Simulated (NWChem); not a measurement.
System: SiOH, doublet; SMILES O=[SiH]

Results from NWChem. Spin-unrestricted. In the optimisation the excess spin sits in a' (Cs, its own frame). No stability test was run on the SCF state. The level has its own optimisation; frequencies are unscaled.

What does the run give for PBE/def2-SVP? Quantities: r O–Si (Å); r H–Si (Å); highest harmonic frequency (cm⁻¹); lowest (cm⁻¹); zero-point energy (kcal/mol); dipole (D).


* **r O–Si (Å)**: 1.563
* **r H–Si (Å)**: 1.555
* **highest harmonic frequency (cm⁻¹)**: 1836
* **lowest (cm⁻¹)**: 582
* **zero-point energy (kcal/mol)**: 5.0
* **dipole (D)**: 2.68
